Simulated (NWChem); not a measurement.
System: C2H4BN3; SMILES NB1C=NC=N1

```xyz
10

N      0.0948    -2.1063     0.0000
B      0.0261    -0.7212     0.0000
C      1.1943     0.3820     0.0000
N      0.6397     1.5476     0.0000
C     -0.8081     1.2692     0.0000
N     -1.2331     0.0640     0.0000
H      0.9570    -2.6333     0.0000
H     -0.7432    -2.6747     0.0000
H      2.2836     0.3214     0.0000
H     -1.4550     2.1482     0.0000
```
Atoms are numbered in this order, from 1.

Computed with NWChem. Pople sets run with spherical d functions. Structure relaxed at the B3LYP/6-31G* (spherical d) level.

For level B3LYP/6-31G*:

```yaml
highest occupied level (eV): -6.69
orbital gap (eV): 4.32
```

### Question
Estimate the same quantities for level LRC-wPBEh/6-31G*.

### Answer
highest occupied level (eV): -8.92
orbital gap (eV): 8.41
